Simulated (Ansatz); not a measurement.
Ansatz (a quantum-chemistry and plane-wave program) input (PBE/6-31G*):

Ansatz 0.2 input:
```yaml
crystal:
  periodic: [false, false, false]
  atoms:
    - {symbol: C, position_ang: [-0.73861400, -0.35040000, -0.44895600]}
    - {symbol: C, position_ang: [0.71119900, -0.26135500, -0.14181100]}
    - {symbol: F, position_ang: [1.21919100, 0.96495100, -0.38547100]}
    - {symbol: F, position_ang: [1.38520200, -1.14398600, -0.90253800]}
    - {symbol: F, position_ang: [0.98651200, -0.53864200, 1.15058500]}
    - {symbol: Cl, position_ang: [-1.82614200, 0.65834500, 0.34993600]}
    - {symbol: H, position_ang: [-1.10923600, -1.06224800, -1.16749800]}
basis:
  gaussian:
    orbitals: 6-31G*
hamiltonian:
  xc: {name: PBE}
magnetization: {spin_polarized: true, initial_magnetization: 1}
relax: {f_tol: 0.003, max_steps: 120}
```

Output:

```
Functional definition: PBE
integrals: 0.04 GiB planned
977 factors; their error is unknown
mean field: 0.31 GiB planned
mean field evaluation 1: about -22742.2765 eV, gradient 3.2e1 eV
mean field evaluation 2: about -22737.3547 eV, gradient 4.7e1 eV
mean field evaluation 4: about -22746.0960 eV, gradient 1.8e0 eV
mean field evaluation 8: about -22746.1041 eV, gradient 6.7e-2 eV
mean field evaluation 16: about -22746.0328 eV, gradient 1.9e-4 eV
mean field -22746.03283625 eV, -835.9012889175 hartree, gradient 1.9e-5 eV, S^2 0.752964; 0 other end points of the search recorded, 0 dependent functions left out
the calculation of the forces begins
reference -22746.03285312 eV, -835.9012895375 hartree; 29, 28 occupied and 67, 68 virtual orbitals, 977 factors
relax step   1: F+E_penalty+E_count = -22746.03283625 eV  Δ(F+E_penalty+E_count) = +0.000e0 eV  max|allowed force component| = 6.035e-1 eV/Å  Δτ_max = 0.0000 Å  (31 SCF iters, accepted)
these checks for a lower state are left out or cut short: starts, cluster_reference, orbital_swaps, neighbouring_geometries, increment
integrals: 0.04 GiB planned
977 factors; their error is unknown
mean field: 0.31 GiB planned
mean field -22746.04976698 eV, -835.9019111101 hartree, gradient 1.6e-5 eV, S^2 0.753034; 0 other end points of the search recorded, 0 dependent functions left out
the calculation of the forces begins
reference -22746.04978389 eV, -835.9019117316 hartree; 29, 28 occupied and 67, 68 virtual orbitals, 977 factors
relax step   2: F+E_penalty+E_count = -22746.04976698 eV  Δ(F+E_penalty+E_count) = -1.693e-2 eV  max|allowed force component| = 2.302e-1 eV/Å  Δτ_max = 0.0097 Å  (32 SCF iters, accepted)
these checks for a lower state are left out or cut short: starts, cluster_reference, orbital_swaps, neighbouring_geometries, increment
integrals: 0.04 GiB planned
977 factors; their error is unknown
mean field: 0.31 GiB planned
mean field evaluation 32: about -22746.0533 eV, gradient 1.6e-5 eV
mean field -22746.05333122 eV, -835.9020420938 hartree, gradient 1.6e-5 eV, S^2 0.753082; 0 other end points of the search recorded, 0 dependent functions left out
the calculation of the forces begins
reference -22746.05334818 eV, -835.9020427169 hartree; 29, 28 occupied and 67, 68 virtual orbitals, 977 factors
relax step   3: F+E_penalty+E_count = -22746.05333122 eV  Δ(F+E_penalty+E_count) = -3.564e-3 eV  max|allowed force component| = 6.895e-2 eV/Å  Δτ_max = 0.0086 Å  (33 SCF iters, accepted)
these checks for a lower state are left out or cut short: starts, cluster_reference, orbital_swaps, neighbouring_geometries, increment
integrals: 0.04 GiB planned
977 factors; their error is unknown
mean field: 0.31 GiB planned
mean field -22746.05340742 eV, -835.9020448939 hartree, gradient 5.8e-6 eV, S^2 0.753084; 0 other end points of the search recorded, 0 dependent functions left out
the calculation of the forces begins
reference -22746.05342438 eV, -835.9020455172 hartree; 29, 28 occupied and 67, 68 virtual orbitals, 977 factors
relax step   4: F+E_penalty+E_count = -22746.05340742 eV  Δ(F+E_penalty+E_count) = -7.620e-5 eV  max|allowed force component| = 2.347e-2 eV/Å  Δτ_max = 0.0012 Å  (26 SCF iters, accepted)
these checks for a lower state are left out or cut short: starts, cluster_reference, orbital_swaps, neighbouring_geometries, increment
integrals: 0.04 GiB planned
977 factors; their error is unknown
mean field: 0.31 GiB planned
mean field -22746.05342364 eV, -835.9020454899 hartree, gradient 6.1e-6 eV, S^2 0.753083; 0 other end points of the search recorded, 0 dependent functions left out
the calculation of the forces begins
reference -22746.05344060 eV, -835.9020461131 hartree; 29, 28 occupied and 67, 68 virtual orbitals, 977 factors
relax step   5: F+E_penalty+E_count = -22746.05342364 eV  Δ(F+E_penalty+E_count) = -1.622e-5 eV  max|allowed force component| = 1.754e-3 eV/Å  Δτ_max = 0.0014 Å  (25 SCF iters, accepted)
these checks for a lower state are left out or cut short: starts, cluster_reference, orbital_swaps, neighbouring_geometries, increment
integrals: 0.04 GiB planned
977 factors; their error is unknown
mean field: 0.31 GiB planned
mean field -22746.05342594 eV, -835.9020455744 hartree, gradient 1.5e-5 eV, S^2 0.753083; 0 other end points of the search recorded, 0 dependent functions left out
the calculation of the forces begins
reference -22746.05344290 eV, -835.9020461977 hartree; 29, 28 occupied and 67, 68 virtual orbitals, 977 factors
relax step   6: F+E_penalty+E_count = -22746.05342594 eV  Δ(F+E_penalty+E_count) = -2.301e-6 eV  max|allowed force component| = 2.353e-3 eV/Å  Δτ_max = 0.0009 Å  (24 SCF iters, accepted)
these checks for a lower state are left out or cut short: starts, cluster_reference, orbital_swaps, neighbouring_geometries, increment
integrals: 0.04 GiB planned
977 factors; their error is unknown
mean field: 0.31 GiB planned
mean field -22746.05343768 eV, -835.9020460061 hartree, gradient 1.6e-5 eV, S^2 0.753082; 0 other end points of the search recorded, 0 dependent functions left out
the calculation of the forces begins
[...]
reference -22746.05344290 eV, -835.9020461977 hartree; 29, 28 occupied and 67, 68 virtual orbitals, 977 factors
relax step   6: F+E_penalty+E_count = -22746.05342594 eV  Δ(F+E_penalty+E_count) = -2.301e-6 eV  max|allowed force component| = 2.353e-3 eV/Å  Δτ_max = 0.0009 Å  (24 SCF iters, accepted)
these checks for a lower state are left out or cut short: starts, cluster_reference, orbital_swaps, neighbouring_geometries, increment
integrals: 0.04 GiB planned
977 factors; their error is unknown
mean field: 0.31 GiB planned
mean field -22746.05343768 eV, -835.9020460061 hartree, gradient 1.6e-5 eV, S^2 0.753082; 0 other end points of the search recorded, 0 dependent functions left out
the calculation of the forces begins
reference -22746.05345465 eV, -835.9020466295 hartree; 29, 28 occupied and 67, 68 virtual orbitals, 977 factors
relax step   7: F+E_penalty+E_count = -22746.05343768 eV  Δ(F+E_penalty+E_count) = -1.175e-5 eV  max|allowed force component| = 7.043e-3 eV/Å  Δτ_max = 0.0057 Å  (32 SCF iters, accepted)
these checks for a lower state are left out or cut short: starts, cluster_reference, orbital_swaps, neighbouring_geometries, increment
integrals: 0.04 GiB planned
977 factors; their error is unknown
mean field: 0.31 GiB planned
mean field evaluation 64: about -22746.0535 eV, gradient 1.5e-5 eV
mean field -22746.05352917 eV, -835.9020493683 hartree, gradient 1.5e-5 eV, S^2 0.753075; 0 other end points of the search recorded, 0 dependent functions left out
the calculation of the forces begins
reference -22746.05354622 eV, -835.9020499946 hartree; 29, 28 occupied and 67, 68 virtual orbitals, 977 factors
relax step   8: F+E_penalty+E_count = -22746.05352917 eV  Δ(F+E_penalty+E_count) = -9.149e-5 eV  max|allowed force component| = 5.096e-2 eV/Å  Δτ_max = 0.0438 Å  (31 SCF iters, accepted)
these checks for a lower state are left out or cut short: starts, cluster_reference, orbital_swaps, neighbouring_geometries, increment
integrals: 0.04 GiB planned
977 factors; their error is unknown
mean field: 0.31 GiB planned
mean field -22746.05305695 eV, -835.9020320143 hartree, gradient 1.7e-5 eV, S^2 0.753063; 0 other end points of the search recorded, 0 dependent functions left out
the calculation of the forces begins
reference -22746.05307417 eV, -835.9020326472 hartree; 29, 28 occupied and 67, 68 virtual orbitals, 977 factors
relax step   9: F+E_penalty+E_count = -22746.05305695 eV  Δ(F+E_penalty+E_count) = +4.722e-4 eV  max|allowed force component| = 1.666e-1 eV/Å  Δτ_max = 0.0661 Å  (31 SCF iters, rejected (line search))
these checks for a lower state are left out or cut short: starts, cluster_reference, orbital_swaps, neighbouring_geometries, increment
integrals: 0.04 GiB planned
977 factors; their error is unknown
mean field: 0.31 GiB planned
mean field -22746.05374006 eV, -835.9020571182 hartree, gradient 1.6e-5 eV, S^2 0.753075; 0 other end points of the search recorded, 0 dependent functions left out
the calculation of the forces begins
reference -22746.05375721 eV, -835.9020577484 hartree; 29, 28 occupied and 67, 68 virtual orbitals, 977 factors
relax step  10: F+E_penalty+E_count = -22746.05374006 eV  Δ(F+E_penalty+E_count) = -2.109e-4 eV  max|allowed force component| = 4.791e-2 eV/Å  Δτ_max = 0.0272 Å  (30 SCF iters, accepted)
these checks for a lower state are left out or cut short: starts, cluster_reference, orbital_swaps, neighbouring_geometries, increment
integrals: 0.04 GiB planned
977 factors; their error is unknown
mean field: 0.31 GiB planned
mean field -22746.05408502 eV, -835.9020697953 hartree, gradient 1.5e-5 eV, S^2 0.753061; 0 other end points of the search recorded, 0 dependent functions left out
the calculation of the forces begins
reference -22746.05410229 eV, -835.9020704298 hartree; 29, 28 occupied and 67, 68 virtual orbitals, 977 factors
relax step  11: F+E_penalty+E_count = -22746.05408502 eV  Δ(F+E_penalty+E_count) = -3.450e-4 eV  max|allowed force component| = 1.061e-1 eV/Å  Δτ_max = 0.0508 Å  (32 SCF iters, accepted)
these checks for a lower state are left out or cut short: starts, cluster_reference, orbital_swaps, neighbouring_geometries, increment
integrals: 0.04 GiB planned
977 factors; their error is unknown
mean field: 0.31 GiB planned
mean field -22746.05444994 eV, -835.9020832060 hartree, gradient 1.6e-5 eV, S^2 0.753047; 0 other end points of the search recorded, 0 dependent functions left out
the calculation of the forces begins
reference -22746.05446722 eV, -835.9020838409 hartree; 29, 28 occupied and 67, 68 virtual orbitals, 977 factors
relax step  12: F+E_penalty+E_count = -22746.05444994 eV  Δ(F+E_penalty+E_count) = -3.649e-4 eV  max|allowed force component| = 7.857e-2 eV/Å  Δτ_max = 0.0159 Å  (31 SCF iters, accepted)
these checks for a lower state are left out or cut short: starts, cluster_reference, orbital_swaps, neighbouring_geometries, increment
integrals: 0.04 GiB planned
977 factors; their error is unknown
mean field: 0.31 GiB planned
mean field evaluation 96: about -22746.0548 eV, gradient 2.2e-1 eV
mean field -22746.05499263 eV, -835.9021031494 hartree, gradient 1.6e-5 eV, S^2 0.753030; 0 other end points of the search recorded, 0 dependent functions left out
the calculation of the forces begins
reference -22746.05500991 eV, -835.9021037844 hartree; 29, 28 occupied and 67, 68 virtual orbitals, 977 factors
relax step  13: F+E_penalty+E_count = -22746.05499263 eV  Δ(F+E_penalty+E_count) = -5.427e-4 eV  max|allowed force component| = 3.462e-2 eV/Å  Δτ_max = 0.0391 Å  (32 SCF iters, accepted)
these checks for a lower state are left out or cut short: starts, cluster_reference, orbital_swaps, neighbouring_geometries, increment
integrals: 0.04 GiB planned
977 factors; their error is unknown
mean field: 0.31 GiB planned
mean field -22746.05515772 eV, -835.9021092164 hartree, gradient 1.6e-5 eV, S^2 0.753007; 0 other end points of the search recorded, 0 dependent functions left out
the calculation of the forces begins
reference -22746.05517496 eV, -835.9021098498 hartree; 29, 28 occupied and 67, 68 virtual orbitals, 977 factors
relax step  14: F+E_penalty+E_count = -22746.05515772 eV  Δ(F+E_penalty+E_count) = -1.651e-4 eV  max|allowed force component| = 1.803e-2 eV/Å  Δτ_max = 0.0306 Å  (31 SCF iters, accepted)
these checks for a lower state are left out or cut short: starts, cluster_reference, orbital_swaps, neighbouring_geometries, increment
integrals: 0.04 GiB planned
977 factors; their error is unknown
mean field: 0.31 GiB planned
mean field -22746.05519755 eV, -835.9021106800 hartree, gradient 1.7e-5 eV, S^2 0.753000; 0 other end points of the search recorded, 0 dependent functions left out
the calculation of the forces begins
reference -22746.05521476 eV, -835.9021113125 hartree; 29, 28 occupied and 67, 68 virtual orbitals, 977 factors
relax step  15: F+E_penalty+E_count = -22746.05519755 eV  Δ(F+E_penalty+E_count) = -3.983e-5 eV  max|allowed force component| = 7.609e-3 eV/Å  Δτ_max = 0.0234 Å  (30 SCF iters, accepted)
these checks for a lower state are left out or cut short: starts, cluster_reference, orbital_swaps, neighbouring_geometries, increment
integrals: 0.04 GiB planned
977 factors; their error is unknown
mean field: 0.31 GiB planned
mean field -22746.05520436 eV, -835.9021109304 hartree, gradient 1.7e-5 eV, S^2 0.753005; 0 other end points of the search recorded, 0 dependent functions left out
the calculation of the forces begins
reference -22746.05522158 eV, -835.9021115632 hartree; 29, 28 occupied and 67, 68 virtual orbitals, 977 factors
relax step  16: F+E_penalty+E_count = -22746.05520436 eV  Δ(F+E_penalty+E_count) = -6.814e-6 eV  max|allowed force component| = 2.881e-3 eV/Å  Δτ_max = 0.0068 Å  (33 SCF iters, accepted)
integrals: 0.04 GiB planned
977 factors; their error is unknown
mean field: 0.31 GiB planned
mean field evaluation 128: about -22746.1224 eV, gradient 1.2e0 eV
mean field -22746.05520436 eV, -835.9021109304 hartree, gradient 2.3e-5 eV, S^2 0.753005; 1 other end points of the search recorded, 0 dependent functions left out
the calculation of the forces begins
reference -22746.05522158 eV, -835.9021115632 hartree; 29, 28 occupied and 67, 68 virtual orbitals, 977 factors
Total energy: -22746.05522158 eV, -835.9021115632 hartree
Atom 0 at    -0.731716    -0.331607    -0.481096 Å, force    -0.001663    -0.002254    -0.002881 eV/Å
Atom 1 at     0.720702    -0.252000    -0.152090 Å, force    -0.002317     0.001468     0.000727 eV/Å
Atom 2 at     1.207269     1.008686    -0.274417 Å, force     0.000927     0.000377    -0.000460 eV/Å
Atom 3 at     1.406711    -1.066410    -0.996087 Å, force     0.001021    -0.000565    -0.000360 eV/Å
Atom 4 at     0.992184    -0.657666     1.123384 Å, force     0.001262    -0.000902     0.001245 eV/Å
Atom 5 at    -1.824207     0.769875     0.223328 Å, force     0.000155    -0.000300     0.000151 eV/Å
Atom 6 at    -1.142831    -1.204212    -0.988775 Å, force     0.000614     0.002177     0.001579 eV/Å
Dipole moment:    -0.245833    -0.138103    -0.114120 e Å
```

The geometry given is a B3LYP-D3(BJ)/def2-TZVP minimum.
